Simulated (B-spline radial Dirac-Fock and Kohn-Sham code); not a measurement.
Z = 74 (tungsten), transition energy 2070 keV. Model: a Dirac-Hartree-Slater potential of the neutral atom with a Latter tail (no hole, which puts coefficients of high multipoles low close above an edge), finite nucleus with surface currents. Program: a radial finite-basis atomic code. Subshells that would emit electrons below 1 keV are left out, and so is internal pair formation.

Problem. A pure transition shows α(K) = 0.00176, L1/L2 = 7.47 and L1/L3 = 40.2. What is its multipolarity?
A. E2
B. E4
C. M2
D. E3
E. M1
F. M4
G. M3
H. E1

Solution. D. For comparison, α(K), L1/L2, L1/L3 are E1 0.000437, 29.0, 29.3; E2 0.000958, 13.4, 37.7; E4 0.00292, 5.00, 37.3; M1 0.00137, 18.3, 101; M2 0.00315, 14.0, 130; M3 0.00526, 10.8, 87.6; M4 0.00809, 8.59, 46.6.

Values without a named source are computed, but for edge energies of neutral atoms, which are taken from tables.
